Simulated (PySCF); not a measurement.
Results of a calculation; reference values are marked as such.
**Si2H5NOF**

The system: Si2H5NOF, a small molecule (built as: Si site whose three back bonds go to NHSiH3, OH, F); neutral, doublet. The structure, one conformer, was relaxed in the gas phase by PBE0-D3(BJ)/def2-SVP. No frequency run checks that it is a minimum.

SMILES: O[Si](F)N[SiH3]

```xyz
10

Si   -1.372    0.854    0.075
N     0.100    0.551   -0.756
Si    1.421   -0.444   -0.165
O    -1.268   -0.204    1.350
F    -2.662    0.497   -0.858
H     0.259    1.037   -1.633
H     1.042   -1.883   -0.064
H     2.525   -0.300   -1.161
H     1.914    0.014    1.168
H    -1.917   -0.144    2.055
```
(Å; atoms numbered from 1)

EPR values by unrestricted B3LYP, IGLO-III on F N O Si, pcH-1 on H.

**Question.** Predict g and the largest hyperfine couplings. Where does the spin sit?

**Answer.** g = 2.0004, 2.0010, 2.0020. The spin sits on Si1 (87 %, bonded to 1 F + 1 N + 1 O) by Mulliken populations.
| atom | isotope | isotropic (MHz) | dipolar, principal values (MHz) |
| --- | --- | --- | --- |
| Si1 | 29Si | -1029.8 | -113.5, 56.5, 57.0 |
| F5 | 19F | 417.5 | -136.4, -127.7, 264.0 |
| O4 | 17O | -25.0 | -30.4, 14.6, 15.7 |
| N2 | 14N | 33.8 | -4.9, -4.6, 9.5 |
| H10 | 1H | -5.6 | -10.1, -3.9, 14.0 |
| H6 | 1H | -7.2 | -7.9, -3.2, 11.1 |

**Question.** How do the isotropic couplings move with BHandHLYP?

**Answer.** Si1 -1029.8 to -1065.5 MHz, F5 417.5 to 436.9 MHz, O4 -25.0 to -28.3 MHz, N2 33.8 to 34.0 MHz.

The 2 runs behind this took 71 s in all, one thread each of Arm Neoverse V2 on a shared host, launched as `OMP_NUM_THREADS=1 python cluster_run.py task.json out`.
